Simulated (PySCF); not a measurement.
## Ru: excitation energy

Ru [Kr] 4d7 5s1 (5F) → Ru [Kr] 4d8 (3F), as a difference of total energies. Calculation: PySCF 2.14, in aug-cc-pVTZ-DK; the spin-free X2C one-electron Hamiltonian (Gaussian nucleus). Correlated levels: valence: [Kr] frozen. The calculations carry no spin-orbit coupling.

```json
{"method": "UHF", "excitation energy (eV)": "2.268"}
{"method": "MP2 (valence)", "excitation energy (eV)": "1.104"}
{"method": "SCS-MP2 (valence)", "excitation energy (eV)": "0.836"}
{"method": "CCSD (valence)", "excitation energy (eV)": "1.386"}
{"method": "CCSD(T) (valence)", "excitation energy (eV)": "1.254"}
```

Problem. How much does correlation contribute at CCSD(T) (valence)?

Solution. 1.254 − (2.268) = -1.014 eV, measured against UHF.

A first-order spin-orbit estimate (lowest level to lowest level, LS coupling) adds 0.012 eV.
